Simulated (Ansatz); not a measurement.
System: C2H3N, charge 0, singlet. C2H3N (SMILES [N+](#[C-])C).
B3LYP-D3(BJ)/def2-TZVP minimum from Ansatz (a quantum-chemistry and plane-wave program):
```
C
H 1 1.0897
H 1 1.0897 2 109.15
H 1 1.0897 2 109.15 3 119.22
N 1 1.4180 2 109.79 3 -120.39
C 5 1.1645 3 150.15 1 180.00
```
Charge 0, spin multiplicity 1.

Wanted: atomisation energy (electronic, to ground-state atoms), in kcal/mol. UHF or UKS for unpaired electrons; spin-orbit terms are left out. CBS(X,Y): correlation extrapolated as X^-3, Hartree-Fock from the larger set (Q,5: extrapolated as (X+1)exp(-9√X)). A bracket is a step between two methods taken in the basis named. Functionals run without relativity, which enters their misses. Double hybrids freeze cores in their MP2 part. '+ core + X2C': CCSD(T) terms for core correlation (cc-pwCVTZ) and scalar relativity (cc-pVTZ-DK). Where a partner has so few electrons that a lower coupled-cluster level is exact, that level stands in.

CCSD(T)/CBS(cc-pVQZ,cc-pV5Z) + [CCSDT(Q) - CCSD(T)]/cc-pVTZ + core + X2C (Ansatz) gives 591.5 kcal/mol.

Problem. How far off this value is PBE/def2-TZVPD (Ansatz), in which direction, and which of these levels come nearer: B3LYP/def2-TZVPD, PBE0/def2-TZVPD, wB97M-V/def2-TZVPD, B2PLYP/def2-TZVPD, CCSD(T)/CBS(cc-pVQZ,cc-pV5Z) + core + X2C?

Solution. PBE gives 610.1 kcal/mol, 18.6 kcal/mol above it. Differences of the others: B3LYP/def2-TZVPD (Ansatz) 0.6; PBE0/def2-TZVPD (Ansatz) 1.8; wB97M-V/def2-TZVPD (Ansatz) 3.3; B2PLYP/def2-TZVPD (Ansatz) -3.8; CCSD(T)/CBS(cc-pVQZ,cc-pV5Z) + core + X2C (Ansatz) -0.2 kcal/mol. Nearer than PBE: B3LYP/def2-TZVPD, PBE0/def2-TZVPD, wB97M-V/def2-TZVPD, B2PLYP/def2-TZVPD, CCSD(T)/CBS(cc-pVQZ,cc-pV5Z) + core + X2C.
